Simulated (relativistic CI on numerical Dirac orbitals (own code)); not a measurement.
# Hyperfine structure of La⁵²⁺, mass number 138

Calculated at this level of theory: Dirac-Coulomb-Breit CI, KLI orbitals optimised for each configuration, a model potential for QED, unscaled Slater integrals (own radial code, finite nucleus).

CI space (outside the closed core 1s2): 2s2 2p, 2s 2p2, 2p3, 2p2 3s, 2p2 3p, 2p2 3d, 2s2 3s, 2s2 3p, 2s2 3d, 2s 2p 3s, 2s 2p 3p, 2s 2p 3d, 2s2 4s, 2s2 4p, 2s2 4d, 2s2 4f. Levels of other configurations are missing.

Nuclear spin I = 5, μ = 3.7084 μN, Q = 0.39 b (tables of Stone and Pyykkö). The electronic factors are computed for point nuclear moments, without core polarisation or the Bohr-Weisskopf and QED corrections.

```csv
Level,E (eV),A (GHz),B (GHz)
2s2 2p 2P°_1/2,0.00,1890,
2s 2p2 4P_1/2,177.66,5756,
2s2 2p 2P°_3/2,454.74,278.3,278
2s 2p2 4P_3/2,578.11,1483,219
2s 2p2 2D_5/2,611.97,1714,199
2s 2p2 2P_1/2,665.49,-1962,
2s 2p2 2D_3/2,666.04,14.81,166
2s 2p2 4P_5/2,1051.29,1414,77.3
```

Levels with J = 0, under 50 % of one LS term, or S terms without an open s electron are left out. Small factors come from cancelling terms and can be off by tens of per cent or more.

At this charge energies of transitions that change n are usually good to better than 1 %, and those within a shell (Δn = 0) to a few per cent.

Task: Give the hyperfine levels of 2s2 2p 2P°_1/2 relative to its centre of gravity.

Result: With K = F(F + 1) − I(I + 1) − J(J + 1), E = AK/2: F = 9/2: -5671, F = 11/2: 4726 GHz.

LS names give the leading component of a level, which can be under half, so a name can repeat, a term be missing and a line seem to break the LS rules.
